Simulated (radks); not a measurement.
The arsenic anion As3-, 36 electrons, occupied as [Kr].

Calculated with a radial shooting solver on a logarithmic mesh with Libxc functionals: scalar-relativistic Kohn-Sham, LDA (Slater exchange, VWN5 correlation), spin-polarised, spherical densities, point nucleus; Watson sphere of charge +3 and radius 4.02 bohr.

Energy parts (eV; the electron-nucleus part includes the sphere):
part                       energy
total                  -62148.383
kinetic                 62605.743
electron-nucleus      -149683.281
Hartree                 27138.997
exchange-correlation    -2209.842

Orbitals (lengths in bohr, moments of r in powers of bohr; <r^-3> diverges for s and p1/2; r(90%) holds 90 % of the orbital's charge):
orbital,occ.,eigenvalue (eV),r(90%),<1/r>,<r^-3>
1s,2,-11695.20,0.0814,33.42,-
2s,2,-1480.822,0.314,7.356,-
2p,6,-1299.448,0.290,7.216,1105
3s,2,-185.9943,0.896,2.382,-
3p,6,-129.9094,0.949,2.232,153.7
3d,10,-37.4052,1.14,1.907,16.93
4s,2,-12.4135,3.23,0.6427,-
4p,6,-4.5463,5.04,0.4211,5.216

The highest occupied level is 4p at -4.546 eV. The density falls to 0.001 e/bohr^3 at r = 5.51 bohr. Summed over all electrons, <r^2> = 91.35 bohr^2, which gives a Langevin (diamagnetic) susceptibility term of -72.3 x 10^-6 cm^3/mol.
